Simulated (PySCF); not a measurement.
Species: C₆H₃ClO₂ (charge +1 and doublet state).
Numbering: `[CH+:1]=[C:2][C@H:3]1[CH:4]=[C:5]([Cl:6])[O:7][C:8]1=[O:9]` (hydrogens: H10 on C1; H11 on C3; H12 on C4)

Cartesian coordinates in Å at the GFN2-xTB level; atoms count from 1:
```
atom  x, y, z in Å
C1    -2.565   -0.925   -0.570
C2    -1.500   -0.620   -0.094
C3    -0.237   -0.217    0.452
C4     0.987   -0.685   -0.226
C5     1.862    0.368   -0.288
Cl6    3.432    0.425   -0.845
O7     1.324    1.516    0.182
C8     0.027    1.332    0.562
O9    -0.718    2.169    0.909
H10   -3.503   -1.171   -0.987
H11   -0.239   -0.526    1.517
H12    1.132   -1.667   -0.637
```

Method used: UKS B3LYP, pcH-1 on C Cl H O, non-relativistic, mean-field spin-orbit, GIAO in PySCF 2.14.0. Isolated species at its GFN2-xTB geometry, gas phase. The geometry wasn't refined by DFT: couplings that depend on bond lengths, twists or pyramidal angles can differ widely from those at the functional's own minimum, by a factor of two or more for some ions and for spin on atoms past the first row. The SCF solution wasn't tested for stability.

(1) The isotropic 17O couplings are -10.2, -4.5 MHz. Assign them to O7; O9.

(2) Match the computed a_iso(1H) values +147.4, -29.8, -8.7 MHz with the sites H10; H11; H12.

Results:

(1) 
```
site  a_iso (MHz)  ρ(0) (bohr⁻³)         position  distance from C4 (Å)  spin population  largest |T| (MHz)
  O7        -10.2        +0.0164  2 bonds from C4                  2.26            +0.10               39.6
  O9         -4.5        +0.0074  3 bonds from C4                  3.51            +0.08               28.8
```

(2) 
```json
{"site": "H10", "a_iso (MHz)": "-8.7", "ρ(0) (bohr⁻³)": "-0.0020", "position": "4 bonds from C4, on C1 of spin population +0.11", "distance from C4 (Å)": "4.58", "bound to": "C1", "spin population there": "+0.11", "largest |T| (MHz)": "6.4"}
{"site": "H11", "a_iso (MHz)": "+147.4", "ρ(0) (bohr⁻³)": "+0.0330", "position": "2 bonds from C4", "distance from C4 (Å)": "2.14", "bound to": "C3", "spin population there": "-0.03", "largest |T| (MHz)": "8.0"}
{"site": "H12", "a_iso (MHz)": "-29.8", "ρ(0) (bohr⁻³)": "-0.0067", "position": "1 bond from C4", "distance from C4 (Å)": "1.07", "bound to": "C4", "spin population there": "+0.45", "largest |T| (MHz)": "20.3"}
```

ρ(0) is the spin density at the nucleus and T the dipolar tensor; a_iso includes a spin–orbit part. Largest spin populations (Mulliken): C4 (+0.45), Cl6 (+0.11), C1 (+0.11) and C5 (+0.10). C4 is the only atom above +0.15.

C2, the radical centre as drawn in `[CH+]=[C][C@H]1C=C(Cl)OC1=O`, holds a spin population of +0.05 out of 1.
